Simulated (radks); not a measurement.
Results of a calculation; reference values are marked as such.
Ionisation ladder of cerium, from Ce LIII to Ce LV. Each ion is in the ground configuration listed by NIST, and IE = E(next ion) - E(this ion). Level of theory: Dirac Kohn-Sham, LDA (Slater exchange, Perdew-Wang correlation), spin-unpolarised, spherical densities, finite nucleus; open shells fill j = l - 1/2 first; Fermi nuclear charge, rms radius 4.8771 fm (a radial shooting solver on a logarithmic mesh with Libxc functionals).

species  configuration  IE, Delta-SCF (eV)  -e(HOMO) (eV)   HOMO  <r> HOMO (bohr)
Ce LIII   [He] 2s2 2p2                   ?        10428.2  2p1/2           0.0836
Ce LIV    [He] 2s2 2p1             10843.0        10704.9  2p1/2           0.0830
Ce LV         [He] 2s2             11238.6        11126.9  2s1/2           0.0993

Estimate the withheld Delta-SCF values.

Answer. Ce LIII: 10566.6 eV (NIST 10542).

Beside tabulated values, note that spin-unpolarised runs miss the spin-polarisation part of the exchange energy of open shells.
